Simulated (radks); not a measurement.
Values are calculated unless marked as measured or tabulated.
Mean orbital radii <r> (bohr) of neutral silicon, [Ne] 3s2 3p2, of relativity; Dirac values are averaged over j with weights 2j + 1. Spin-unpolarised spherical Kohn-Sham, PBE, point nucleus unless stated (finite: rms radius 3.1224 fm), a radial shooting solver on a logarithmic mesh with Libxc functionals. A level marked "c x" has the speed of light scaled by that factor and shares open shells by 2j + 1; other Dirac levels either fill j = l - 1/2 first or share by 2j + 1.

shell  non-rel.
1s       0.1116
2s       0.5699
2p       0.5381
3s        2.168
3p        2.794

Give the values at the level "Dirac, c x 3".

Answer. 
shell  Dirac, c x 3  change of magnitude (%)
1s           0.1116                    -0.04
2s           0.5696                    -0.04
2p           0.5380                    -0.01
3s            2.168                    -0.03
3p            2.794                    0.00
